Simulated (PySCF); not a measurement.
These 2 structures share the formula C7H14Si2. Level of theory: PBE0-D3(BJ)/def2-SVP geometry optimisation, gas phase in PySCF 2.14.0. Energies are electronic, without zero-point or thermal terms, for one conformer each. No frequencies were run at this level. Point groups hold within 0.08 Å.

**Question.** Order them by energy at this level, lowest first, and give relative energies in kcal/mol.
A. `[CH:1]#[C:2][C@@H:3]([CH2:4][SiH3:5])[CH2:6][SiH2:7][CH:8]=[CH2:9]` with C2–C3–C4–Si5 -53°, C2–C3–C6–Si7 175°, C3–C6–Si7–C8 -165°, C6–Si7–C8–C9 117°
B. `[SiH3:1][C:2]#[C:3][SiH2:4][CH:5]1[CH2:6][CH2:7][CH2:8][CH2:9]1` with C3–Si4–C5–C6 -60°, Si4–C5–C6–C7 166°, C5–C6–C7–C8 -40°, C6–C7–C8–C9 23°, C7–C8–C9–C5 2°

**Answer.** B (0.0), A (37.4).

As drawn, the higher has a C=C bond outside aromatic rings, which the lower lacks.

```csv
SMILES,E (Eh),E rel (kcal/mol),dipole (D),point group,"A, B, C (MHz)"
[SiH3]C#C[SiH2]C1CCCC1,-853.16907,0.0,1.07,C1,"1696, 534.1, 459.7"
C#C[C@@H](C[SiH3])C[SiH2]C=C,-853.10953,37.4,1.39,C1,"2110, 466.4, 398.2"
```
